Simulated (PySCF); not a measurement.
1,2-dihydrosiline (C5H8Si), SMILES C1=CC[SiH2]C=C1. Coordinates come from a B3LYP-D3(BJ)/def2-SVP optimisation. Other conformers were not sampled.

Task: Give the equilibrium geometry at B3LYP-D3(BJ)/def2-SVP (PySCF confirms it by a frequency run) as a Z-matrix. (The exact figures need the calculation; the answer reports its results.)

Result: Several could match; the one computed here: 
```
C
H 1 1.1027
H 1 1.1082 2 104.90
C 1 1.5079 2 110.45 3 -116.50
C 4 1.3484 1 125.54 2 -146.47
H 5 1.0943 4 117.95 1 -176.75
H 4 1.0962 5 117.78 6 0.33
C 5 1.4700 6 115.84 4 -179.20
C 8 1.3524 5 125.95 6 -171.00
H 9 1.0954 8 118.20 5 178.48
H 8 1.0974 9 119.11 10 -0.29
Si 9 1.8685 10 122.57 8 177.55
H 12 1.4932 9 112.24 10 46.18
H 12 1.4972 13 107.14 9 122.22
```
